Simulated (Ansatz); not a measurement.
Two isomers of C2H7NSSi: A = `C=C(N)S[SiH3]`, B = `[SiH3]C1NCS1`.

Computed with Ansatz on PBE0-D4/def2-TZVP structures; ΔE is electronic, products minus reactants. CCSD(T)/CBS is the MP2 limit (def2-TZVPP, def2-QZVPP) plus CCSD(T) − MP2 in def2-TZVPP, frozen cores. Functionals use def2-TZVPP. One conformer a species, not always the lowest.

Problem. Which is lower in electronic energy at CCSD(T)/CBS, and by how much? (An estimate is asked.)

Solution. Ansatz gave: A, by 31.1 kcal/mol.

Problem. Give E(B) − E(A) in kcal/mol with BLYP-D4, B2PLYP, CCSD(T)/def2-SVP, ωB97M-V, CCSD(T)/def2-TZVPP, MP2/def2-TZVPP, LDA (SPW92). (Estimate.)

Solution. Computed: BLYP-D4 35.5, B2PLYP 33.5, CCSD(T)/def2-SVP 31.2, ωB97M-V 30.9, CCSD(T)/def2-TZVPP 30.5, MP2/def2-TZVPP 31.3, LDA (SPW92) 31.1. None reverses the order clearly.

Problem. Does the order hold for the free energy at 298.15 K (harmonic terms from PBE0-D4)? (Best estimate.)

Solution. Computed: Yes: G(B) − G(A) = +32.4 kcal/mol, for one conformer each.

Largest T1 diagnostic: 0.012.

From PBE to PBE0 (25 % exact exchange), in def2-TZVPP and without D4, E(B) − E(A) moves by −1.3 kcal/mol. In def2-TZVPP, CCSD(T) changes the Hartree–Fock value by −3.6 kcal/mol (the triples alone add +0.1 kcal/mol) and MP2 by −2.8 kcal/mol.
